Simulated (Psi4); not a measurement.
Interaction energy of CH2O2 ··· H4Si (SMILES O=CO and [SiH4]). Monomers: optimised at B3LYP-D3(BJ) (def2-TZVP), held rigid. Orientation: lowest of the rigid-body minima from ten starts at GFN2-xTB. R is the distance of the centres of mass, along which the second monomer moves.

Method: SAPT0/jun-cc-pVDZ, frozen core run with Psi4 1.11.

Components in kJ/mol:

```tsv
R / Å	electrostatics	exchange	induction	dispersion	total
2.80	-76.99	180.60	-38.77	-30.44	34.40
3.02	-42.65	94.06	-21.31	-20.01	10.09
3.24	-23.83	48.22	-11.71	-13.31	-0.63
3.41	-15.38	28.49	-7.42	-9.81	-4.12
3.64	-8.74	13.79	-4.06	-6.59	-5.59
3.84	-5.52	7.26	-2.45	-4.73	-5.43
4.14	-2.97	2.74	-1.19	-2.93	-4.35
4.41	-1.82	1.13	-0.65	-1.95	-3.30
4.91	-0.86	0.21	-0.24	-0.97	-1.86
5.63	-0.35	0.02	-0.08	-0.40	-0.82
6.62	-0.13	0.00	-0.02	-0.15	-0.30
7.87	-0.05	0.00	-0.01	-0.05	-0.11
```
